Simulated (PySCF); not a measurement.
Dissociation curve of SMILES [Li][CH3] (CH₃Li). The C1–Li5 bond (C1 also carries H, H, H; Li5 carries nothing else) is pulled apart rigidly from the PBE0/def2-TZVP optimised geometry.

Level of theory: PySCF with CCSD(T) on UHF/def2-TZVP, 1 core orbital frozen.

Problem. Relative to R = 1.96 Å, what are the energies at R = 1.57, 1.79, 3.26, 4.27 Å?

Solution. 23.5 kcal/mol at 1.57 Å, 3.6 kcal/mol at 1.79 Å, 38.9 kcal/mol at 3.26 Å, 53.9 kcal/mol at 4.27 Å.

The unrestricted determinant behind UCCSD(T) is spin-contaminated at 2.67 to 6.82 Å (<S²> up to 1.0, against 0.00 for a pure singlet).
